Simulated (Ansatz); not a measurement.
HISn (SMILES [SnH][I]) moved off its minimum; all values from Ansatz (a first-principles code), cores frozen in correlated methods. Elements past Kr take the def2 small-core potentials, without spin–orbit coupling.
(charge 0, multiplicity 1)
```xyz
3

Sn     0.42220     0.97853     0.83337
H      0.72984     2.14071    -0.23362
I     -0.41283    -0.99744    -0.99320
```

Problem. Give the forces (eV/Å), the total energy and the dipole at CCSD(T)/def2-TZVPPD.

Solution. 
| atom | Fx | Fy | Fz |
|---|---|---|---|
| Sn1 | -0.635 | -2.299 | 1.801 |
| H2 | 0.477 | 1.891 | -2.014 |
| I3 | 0.159 | 0.408 | 0.214 |
Energy -510.8873 hartree, dipole 2.74 D.

Doubts at one or more of the structures used: a restricted determinant that unrestricted orbitals would lower (CCSD(T)/def2-TZVPPD).
